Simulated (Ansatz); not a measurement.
CH3Li, triplet, at a GFN2-xTB geometry (such geometries of metal compounds can be far from the true shape) (a higher spin typed on purpose: for a closed-shell molecule this is an excited state); HF/def2-SVP (Ansatz, a quantum-chemistry and plane-wave program).

The Ansatz input:
Ansatz 0.2 input:
```yaml
crystal:
  periodic: [false, false, false]
  atoms:
    - {symbol: Li, position_ang: [-1.23887728, -0.72065170, -1.08817184]}
    - {symbol: C, position_ang: [0.39245825, 0.22741334, 0.34480302]}
    - {symbol: H, position_ang: [0.73948266, -0.69510978, 0.75974111]}
    - {symbol: H, position_ang: [-0.31757013, 0.81213558, 0.89022386]}
    - {symbol: H, position_ang: [0.93996981, 0.68044928, -0.45426758]}
basis:
  gaussian:
    orbitals: def2-SVP
hamiltonian:
  xc: hf
magnetization: {spin_polarized: true, initial_magnetization: 2}
```

**Question.** What does Ansatz print? Leave out banner, timings and long lists.

**Answer.** 
```
Functional definition: HF
430 factors; integrals over basis functions are off by at most 1.4e-3 eV
mean field evaluation 1: about -1276.5688 eV, gradient 1.0e1 eV
mean field evaluation 2: about -1276.5697 eV, gradient 1.0e1 eV
mean field evaluation 4: about -1277.5433 eV, gradient 1.2e0 eV
mean field evaluation 8: about -1277.5804 eV, gradient 4.4e-4 eV
mean field -1277.58036465 eV, -46.9502124258 hartree, gradient 3.2e-5 eV, S^2 2.009343; 0 other end points of the search recorded, 0 dependent functions left out
reference -1277.58036465 eV, -46.9502124258 hartree; 7, 5 occupied and 31, 33 virtual orbitals, 430 factors
Total energy: -1277.58036465 eV, -46.9502124258 hartree
```
